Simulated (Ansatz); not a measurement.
Cost and result for the atomization energy of C₂H₉GeN (`[CH3][GeH2][CH2]N`) (13 atoms, 12 bonds).

```xyz
13

C    -1.743    0.651   -1.106
Ge   -0.477    0.608    0.384
C     1.053   -0.552   -0.044
N     1.899   -0.730    1.127
H    -2.110   -0.353   -1.325
H    -1.261    1.048   -2.001
H    -2.597    1.286   -0.865
H    -1.170    0.038    1.643
H     0.017    2.030    0.709
H     0.673   -1.484   -0.490
H     1.629   -0.043   -0.823
H     1.390   -1.183    1.875
H     2.698   -1.315    0.916
```

The species carries charge 0 and has multiplicity 1. Correlated methods include outer-core shells of Ge, which these sets cover unevenly. Scalar relativity is left out up to krypton. All single points use the PBE0-D4/def2-TZVP geometry. It is one conformer, not always the lowest. Program: Ansatz. All runs use 4 threads of an Arm Neoverse V1 on a shared host. Times are those of one run each, without the atoms' runs, and a repeat can differ threefold. Electronic energies, without spin–orbit coupling; frozen cores. CCSD(T)/CBS adds CCSD(T) − MP2 in def2-TZVPP to the MP2 limit, and its time is that of the two runs behind it. T1 = 0.010. With those shells the extrapolation isn't a true limit. B3LYP takes the VWN-RPA correlation (the form of Gaussian; ORCA's B3LYP/G).

CCSD(T)/CBS is a level of theory with its own doubt, some kJ/mol a heavy atom from the limit and from the frozen cores, so smaller differences don't rank the functionals.

| level | functions | wall time |
| --- | --- | --- |
| PBE-D4/def2-TZVPP (with forces) | 267 | 2.9 s |
| PBE0-D4/def2-TZVPP | 267 | 3.4 s |
| r2SCAN-D4/def2-TZVPP (with forces) | 267 | 5.5 s |
| B3LYP-D4/def2-TZVPP (with forces) | 267 | 5.5 s |
| B2PLYP/def2-TZVPP | 267 | 6.5 s |
| ωB97X-V/def2-TZVPP | 267 | 9 s |
| ωB97M-V/def2-TZVPP (with forces) | 267 | 14 s |
| MP2/def2-QZVPP | 530 | 32 s |
| CCSD(T)/def2-TZVPP | 267 | 5 min |
| CCSD(T)/CBS(def2) | – | 5.5 min |

**Question.** What atomization energy does each give, and how far from CCSD(T)/CBS? (An estimate is asked.)

**Answer.** Computed: 
```csv
level,atomization (kcal/mol),difference from CCSD(T)/CBS,per bond
PBE-D4/def2-TZVPP (with forces),1072.4,9.0,0.8
PBE0-D4/def2-TZVPP,1059.9,-3.5,-0.3
r2SCAN-D4/def2-TZVPP (with forces),1059.1,-4.3,-0.4
B3LYP-D4/def2-TZVPP (with forces),1061.6,-1.8,-0.2
B2PLYP/def2-TZVPP,1049.8,-13.6,-1.1
ωB97X-V/def2-TZVPP,1065.3,1.9,0.2
ωB97M-V/def2-TZVPP (with forces),1061.4,-2.0,-0.2
MP2/def2-QZVPP,1055.0,-8.4,-0.7
CCSD(T)/def2-TZVPP,1039.8,-23.6,-2.0
CCSD(T)/CBS(def2),1063.4,0.0,0.0
```

From PBE to PBE0 (25 % exact exchange), in def2-TZVPP and without D4, the atomization energy moves by −11.7 kcal/mol: exact exchange takes away binding that semilocal exchange gives to molecules. In def2-TZVPP, CCSD(T) changes the Hartree–Fock value by +269.2 kcal/mol (the triples alone add +12.6 kcal/mol) and MP2 by +270.6 kcal/mol; breaking electron pairs costs correlation energy, which Hartree–Fock lacks. The D4 term adds +8.4 kcal/mol with B3LYP and +4.4 kcal/mol with PBE0; it sums over pairs of atoms, weighted by their polarisabilities, and B3LYP, whose exchange is more repulsive, gets the larger term.
